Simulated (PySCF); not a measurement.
# Finite-field polarisability of Sb (antimony, neutral)

[Kr] 4d10 5s2 5p3, high-spin 4S determinant. All numbers are calculated (PySCF 2.14, a scalar-relativistic core potential, in def2-TZVPPD with the def2 core potential (28 electrons)). Frozen: 4s2 4p6 4d10. Energy changes in a uniform field (μhartree):

| axis | F (au) | HF | MP2 | CCSD | CCSD(T) |
| --- | --- | --- | --- | --- | --- |
| x | 0.0021 | -97.444 | -95.936 | -95.820 | -95.806 |
| x | 0.0042 | -389.921 | -383.887 | -383.422 | -383.366 |

Q: Derive α along x at CCSD(T) from the two fields.

A: With ΔE = −αF²/2 − γF⁴/24, α = −(16 ΔE(F) − ΔE(2F))/(6F²) = 43.44 bohr³.

Q: And the mean polarisability at each level?

A: HF 44.19, MP2 43.50, CCSD 43.45, CCSD(T) 43.44 bohr³. Reference: 43 ± 2 bohr³ (recommended; Schwerdtfeger and Nagle, table of static dipole polarizabilities (2023 update)).
